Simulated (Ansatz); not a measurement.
```tsv
atom	x (Å)	y (Å)	z (Å)
Cu	0.0000	0.0000	-0.0531
H	0.0000	0.0000	1.5411
```

Basis set: cc-pVTZ (spherical functions). Correlated methods keep 5 orbitals frozen. Charge 0, multiplicity 1.

Computed with Ansatz (development build ahead of 0.2.0); each method stands on the lowest determinant of its kind that the runs found. Restricted open shells among the atoms or ions are ROHF, correlated in semicanonical orbitals with singles.

(1) Give the atomization energy at this shape (free ground-state atoms in the same class of orbitals less the molecule, no zero-point energy) of singlet CuH by RHF-MP2, RHF.

Results:

(1)

```tsv
method	atomization energy
RHF-MP2	2.53 eV
RHF	1.41 eV
```
